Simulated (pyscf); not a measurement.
# HP=SiH–PH₂, singlet

Gas-phase minimum from PySCF at ωB97X-D3(BJ)/def2-SVP, one conformer. HP=SiH–PH₂ lies 15.9 kcal/mol over its isomer cyclic H₄P₂Si (SMILES [SiH2]1PP1), and others may lie lower still (electronic energy, ωB97M-D3(BJ)). 

```xyz
7

P      1.1419    -0.6750    -0.4410
Si    -0.7710    -1.1841    -0.9940
P     -2.4138     0.3022    -1.2657
H      1.4893    -2.0594    -0.3708
H     -1.2809    -2.5736    -1.1647
H     -2.6089    -0.0119    -2.6419
H     -1.5211     1.3837    -1.5041
```

Bonded distances (Å): P1–Si2 2.055, P1–H4 1.429, Si2–P3 2.232, Si2–H5 1.490, P3–H6 1.425, P3–H7 1.422. Angles (°): Si2–P1–H4 90.0, P1–Si2–P3 123.6, P1–Si2–H5 125.5, P3–Si2–H5 110.8, Si2–P3–H6 94.1, Si2–P3–H7 93.7, H6–P3–H7 95.3.

Properties at ωB97X-D3(BJ)/def2-SVP:

```yaml
harmonic_wavenumbers_unscaled: 130, 146, 337, 447, 568, 607, 651, 672, 754, 849, 1101, 2255, 2429, 2445, 2470 cm⁻¹
zero_point_energy: 22.7 kcal/mol
rotational_symmetry_number: 1
Entropy of this conformer at 298 K and 1 atm, rigid rotor and harmonic oscillator, modes under 100 cm⁻¹ raised to 100: 315.1 J/(mol K)
dipole_moment: 1.88 D
```

Single-point totals, which compare only within one level (frozen core for MP2 and CC):

| level | total energy (hartree) |
|---|---|
| ωB97X-D3(BJ)/def2-TZVP | -974.66920 |
| PBE/def2-TZVP | -974.13908 |
| r²SCAN/def2-TZVP | -974.52645 |
| B3LYP-D3(BJ)/def2-TZVP | -974.68104 |
| PBE0-D3(BJ)/def2-TZVP | -974.23056 |
| M06-2X/def2-TZVP | -974.53483 |
| ωB97M-D3(BJ)/def2-TZVP | -974.73425 |
| HF/def2-TZVPP | -972.73723 |
| MP2/def2-TZVPP | -973.16133 |
| CCSD/def2-TZVPP | -973.21170 |
| CCSD(T)/def2-TZVPP | -973.23658 |

Soft torsions are taken as harmonic, which can shift the entropy by several J/(mol K). The CCSD(T) − MP2 part came from Ansatz, without density fitting, on the same reference.
